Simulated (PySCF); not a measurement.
NMR data simulated for an unnamed compound:

¹H NMR (400 MHz, computed): δ 2.61 (m, 1H), 2.45 (m, 2H), 2.40 (m, 2H), 2.10 (m, 2H), 1.32 (t, 1H).

¹³C{¹H} NMR (computed): δ 128.1 (C), 81.2 (C), 75.1 (CH), 32.9 (CH2), 14.5 (CH), 7.8 (CH2).

Calculated, not measured (PySCF 2.14): NMR shieldings at PBE0/pcSseg-1/GIAO, GFN2-xTB geometry. Relativity neglected, one computed conformer, gas phase, equivalent nuclei averaged.

Referencing at the same level of theory: ¹H (σref 31.72), ¹³C (σref 186.93) against TMS.

Question: Which of these does the molecule contain: an ester, a nitrile, an N-methyl group, a tert-butyl group, a C≡C triple bond?

Answer: 
- An ester: no.
- A nitrile: yes (δC 128.1).
- An N-methyl group: no.
- A tert-butyl group: no.
- A C≡C triple bond: yes (δC 75.1, 81.2; δH 1.32 (t)).

The data belong to `C(C#C)[Si@]1(F)C[C@@H](C#N)C1`, C$_{7}$H$_{8}$FNSi; they needn't prove each group on their own.

Carbon signals by region: 1 in the sp2 and nitrile region (100–160 ppm), 2 at 50–100 ppm, 3 below 50 ppm.

Splittings by ¹⁹F in the carbon and heteronuclear signals aren't shown, as no couplings were computed. Shifts are as computed. Against solution values, carbons near 30 ppm lie about +3 ppm off and those near 130 ppm about +5 ppm. Of 1211 compounds with measured shifts, 218 miss one by over three times the rms of a fit or turn the order of signals round; such compounds aren't used in these exercises. No couplings were computed; multiplicities are counted from neighbouring protons, with m where these are inequivalent, close in shift, in a saturated or five-membered ring or joined by F or P, and br s for small geminal =CH2 splittings.
